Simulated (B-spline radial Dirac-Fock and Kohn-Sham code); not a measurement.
# Kr⁷⁺: input and output of one calculation

ΔSCF core binding energies without Breit or QED terms, calculated with a radial finite-basis atomic code. Keys: rel is the Hamiltonian (dirac, or spin-free x2c and nr, where L3 and M5 stand for the whole 2p and 3d shells), method is hf or an exchange,correlation pair (spin-unpolarised, also for the hole states), nuc the nuclear model, radius_factor scales its radius, rmax is the box in bohr, h the logarithmic mesh step, order the B-spline order, points the quadrature points per cell, c_factor scales the speed of light, and damp, ndamp, maxit and tol steer the iteration. The run stops when the commutator error falls below 10·tol·max(1, Z/10), or the numerical noise floor, and the energy has settled to about 1e-8 Ha; the virial ratio is −V/T.

Input (task.json):

```json
{"items": [{"Z": 36, "q": 7, "cfg": [[1, 0, 2], [2, 0, 2], [2, 1, 6], [3, 0, 2], [3, 1, 6], [3, 2, 10], [4, 0, 1]], "A": 84, "rrms": 4.1884, "do": "settings", "holes": ["K", "L3", "M5"],
  "settings": [{"rel": "dirac", "method": "hf", "nuc": "fermi", "radius_factor": 1.0, "rmax": 45.0, "h": 0.3, "order": 8, "points": 10, "c_factor": 1.0, "maxit": 60, "damp": 0.5, "ndamp": 3, "tol": 1e-06}]}]}
```

Command: `python xray2_run.py task.json out`

Ground-state iterations:

```
iter   energy (Ha)        error
   1    -2754.49272483  1.43e+00
   2    -2769.76904689  1.06e+00
   3    -2774.87626318  2.94e-01
   4    -2775.28199836  7.44e-02
   5    -2775.30309431  3.60e-02
   6    -2775.31037309  7.43e-04
   7    -2775.31037841  1.32e-04
   8    -2775.31037848  1.47e-05
```

The ground state converged in 8 iterations, with total energy -2775.31038 Ha, virial ratio 1.97335 and highest orbital energy -124.82 eV. ΔSCF binding energies: K (1s) 14483.6 eV, L3 (2p3/2) 1802.9 eV, M5 (3d5/2) 209.6 eV.
